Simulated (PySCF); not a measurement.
Pd (palladium, neutral) across methods

[Kr] 4d9 5s1, 5s spin antiparallel (an excited configuration). Computed with PySCF 2.14 in aug-cc-pVDZ-PP with ECP28MDF, with a scalar-relativistic core potential.

```csv
method,E (hartree),mean ε 4d α (eV),mean ε 4d β (eV),mean ε 5s β (eV),Σ⟨r²⟩ (bohr²),⟨S²⟩
PBE,-127.4178,-6.863,-6.407,-4.664,47.30,1.003
PBE0,-127.3972,-8.588,-8.011,-5.209,47.05,1.004
LDA,-127.1670,-7.075,-6.581,-4.934,47.15,1.003
TPSSh,-127.3541,-7.491,-7.008,-4.805,47.12,1.004
r2SCAN,-127.4398,-7.090,-6.538,-4.915,46.78,1.008
UHF,-126.60151,-13.195,-12.157,-6.254,48.12,1.007
B3LYP,-127.4565,-8.289,-7.735,-5.188,47.14,1.002
PBEsol,-127.2407,-6.872,-6.399,-4.728,47.17,1.004
HSE06,-127.3960,-8.185,-7.606,-4.891,47.04,1.004
```

Energies and moments cover only the electrons outside the core potential. With the s spin flipped the determinant is a mixture of two multiplicities, not a spectroscopic state.
